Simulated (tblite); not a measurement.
Compound: C6H5F3O.
SMILES with atom numbers: `[O:1]=[C:2]([C:3]([F:4])([F:5])[F:6])[C@:7]12[CH2:8][C@H:9]1[CH2:10]2` (hydrogens: H11, H12 on C8; H13 on C9; H14, H15 on C10)

Computed with GFN2-xTB (tblite), gas phase: Langevin dynamics at 600 K from the optimised GFN2-xTB geometry, time step 0.5 fs, friction 0.01 fs⁻¹, 2000 steps.

Start geometry:
```
atom  x, y, z in Å
O1      1.468    0.545   -1.743
C2      1.054    0.177   -0.670
C3      2.035    0.026    0.533
F4      3.294    0.283    0.202
F5      1.703    0.868    1.533
F6      1.998   -1.212    1.055
C7     -0.286   -0.201   -0.355
C8     -1.532   -0.067   -1.202
C9     -1.490    0.614    0.111
C10    -1.005   -0.522    0.932
H11    -1.469    0.539   -2.096
H12    -2.142   -0.955   -1.310
H13    -1.529    1.658    0.346
H14    -0.521   -0.304    1.874
H15    -1.583   -1.439    0.942
```

The statistics below take the 31 frames saved every 25 fs from 250 to 1000 fs; their kinetic temperature (all 3N coordinates) averages 546 K.

Problem. Give the mean, spread and extremes of the bond lengths.

Solution. 
```tsv
bond	start (Å)	mean (Å)	standard deviation (Å)	shortest (Å)	longest (Å)
O1=C2	1.208	1.210	0.029	1.163	1.255
C2–C3	1.560	1.569	0.050	1.487	1.675
C3–F4	1.328	1.331	0.033	1.274	1.398
C3–F5	1.348	1.358	0.037	1.301	1.444
C3–F6	1.344	1.357	0.035	1.301	1.447
C2–C7	1.427	1.436	0.037	1.359	1.516
C7–C8	1.513	1.522	0.043	1.442	1.638
C8–C9	1.480	1.478	0.040	1.409	1.565
C9–C10	1.483	1.499	0.042	1.408	1.570
C7–C9	1.527	1.537	0.046	1.436	1.630
C7–C10	1.509	1.518	0.043	1.432	1.624
C8–H11	1.082	1.091	0.038	1.021	1.161
C8–H12	1.083	1.099	0.044	1.016	1.199
C9–H13	1.071	1.081	0.045	0.999	1.153
C10–H14	1.082	1.085	0.035	1.028	1.171
C10–H15	1.083	1.092	0.027	1.028	1.150
```

Problem. Give the same statistics for bond angles, one of each kind among heavy atoms.

Solution. 
```json
{"angle": "O1–C2–C3", "start (°)": "120.0", "mean (°)": "118.3", "standard deviation (°)": "4.4", "smallest (°)": "108.2", "largest (°)": "128.6"}
{"angle": "O1–C2–C7", "start (°)": "126.7", "mean (°)": "125.7", "standard deviation (°)": "4.2", "smallest (°)": "118.5", "largest (°)": "136.1"}
{"angle": "C3–C2–C7", "start (°)": "113.3", "mean (°)": "115.1", "standard deviation (°)": "4.1", "smallest (°)": "107.8", "largest (°)": "123.1"}
{"angle": "C2–C3–F4", "start (°)": "112.6", "mean (°)": "111.9", "standard deviation (°)": "5.6", "smallest (°)": "99.4", "largest (°)": "125.1"}
{"angle": "C2–C3–F5", "start (°)": "110.9", "mean (°)": "112.2", "standard deviation (°)": "8.0", "smallest (°)": "98.4", "largest (°)": "127.8"}
{"angle": "F4–C3–F5", "start (°)": "107.3", "mean (°)": "106.5", "standard deviation (°)": "3.9", "smallest (°)": "100.0", "largest (°)": "113.4"}
{"angle": "F5–C3–F6", "start (°)": "106.3", "mean (°)": "106.9", "standard deviation (°)": "5.9", "smallest (°)": "95.7", "largest (°)": "118.6"}
{"angle": "C2–C7–C8", "start (°)": "128.8", "mean (°)": "126.6", "standard deviation (°)": "4.5", "smallest (°)": "116.8", "largest (°)": "135.0"}
{"angle": "C2–C7–C9", "start (°)": "131.8", "mean (°)": "127.2", "standard deviation (°)": "9.2", "smallest (°)": "106.2", "largest (°)": "142.5"}
{"angle": "C2–C7–C10", "start (°)": "133.7", "mean (°)": "132.8", "standard deviation (°)": "7.5", "smallest (°)": "115.5", "largest (°)": "150.6"}
{"angle": "C8–C7–C9", "start (°)": "58.3", "mean (°)": "57.8", "standard deviation (°)": "2.6", "smallest (°)": "52.6", "largest (°)": "63.6"}
{"angle": "C8–C7–C10", "start (°)": "96.0", "mean (°)": "95.9", "standard deviation (°)": "3.7", "smallest (°)": "89.3", "largest (°)": "102.6"}
{"angle": "C7–C8–C9", "start (°)": "61.3", "mean (°)": "61.6", "standard deviation (°)": "2.2", "smallest (°)": "56.2", "largest (°)": "65.8"}
{"angle": "C8–C9–C10", "start (°)": "98.5", "mean (°)": "98.6", "standard deviation (°)": "3.3", "smallest (°)": "91.8", "largest (°)": "105.1"}
```

Problem. How far does each atom move about its mean position (frames aligned on the start, all atoms weighted alike), and what rms force does it feel?

Solution. 
```csv
atom,rms displacement (Å),rms force (eV/Å)
O1,0.32,2.25
C2,0.14,2.66
C3,0.12,2.03
F4,0.29,1.31
F5,0.26,1.29
F6,0.27,1.35
C7,0.16,2.72
C8,0.09,2.32
C9,0.13,2.78
C10,0.13,2.54
H11,0.20,1.43
H12,0.23,1.36
H13,0.27,1.62
H14,0.21,1.32
H15,0.19,1.03
```

The displacements run from 0.09 to 0.32 Å, the largest at O1.

Problem. Follow the torsions O1–C2–C3–F4 and O1–C2–C7–C8 through every second one of these frames.

Solution. 
```tsv
t (fs)	O1–C2–C3–F4 (°)	O1–C2–C7–C8 (°)
250	18	-37
300	14	3
350	3	10
400	-13	-10
450	-8	20
500	-27	12
550	-9	-28
600	3	26
650	21	-10
700	15	-22
750	20	12
800	16	-9
850	11	-5
900	10	13
950	-19	18
1000	-24	7
```

Largest departure from the start value over all these frames: O1–C2–C3–F4 33° (start -3°), O1–C2–C7–C8 37° (start -9°).

Problem. How widely does the potential energy scatter, against a harmonic estimate?

Solution. Mean 0.98 eV above the start, standard deviation 0.214 eV, range 0.58 to 1.46 eV. For 39 classical harmonic modes at 600 K the canonical values are 39kT/2 = 1.01 eV and kT·√(39/2) = 0.228 eV.

The run is classical and short, so these are rough statistics of one trajectory.

The cost below is that of the whole dynamics run. Time: 39 s wall; peak memory 0.18 GiB. Hardware: Intel Xeon at 2.50 GHz, one thread, no GPU, shared host with 64 logical CPUs at a one-minute load of 58.
